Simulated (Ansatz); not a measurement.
System: BNH$_{2}$Br$_{2}$, charge 0, singlet. BNH2Br2 (SMILES BrB(Br)N).
B3LYP-D3(BJ)/def2-TZVP minimum from Ansatz (a program for electronic structure):
```
B
N 1 1.3817
H 2 1.0067 1 122.45
H 2 1.0067 3 115.10 1 -180.00
Br 1 1.9346 2 120.05 3 0.00
Br 1 1.9346 2 120.05 3 -180.00
```
Charge 0, spin multiplicity 1.

Atomisation energy term by term, kcal/mol (programs: Ansatz). Open shells are spin-unrestricted; no spin-orbit coupling. Cores are frozen in correlated methods (noble-gas shells, and filled d and f shells in the p block). No relativity. CBS(X,Y): correlation extrapolated as X^-3, Hartree-Fock from the larger set (Q,5: extrapolated as (X+1)exp(-9√X)). A bracket is a step between two methods taken in the basis named. Where a partner has so few electrons that a lower coupled-cluster level is exact, that level stands in. Spin-orbit terms, left out, reach several kcal/mol for Br and I, and more for heavier atoms.

```json
[
 {"term": "Hartree-Fock", "basis": "CBS(cc-pVQZ,cc-pV5Z)", "kcal/mol": "353.09"},
 {"term": "CCSD correlation", "basis": "CBS(cc-pVQZ,cc-pV5Z)", "kcal/mol": "129.27"},
 {"term": "(T)", "basis": "CBS(cc-pVQZ,cc-pV5Z)", "kcal/mol": "11.43"},
 {"term": "CCSDT(Q) - CCSD(T)", "basis": "cc-pVDZ", "kcal/mol": "0.45"},
 {"term": "sum: De", "basis": "", "kcal/mol": "494.2"}
]
```
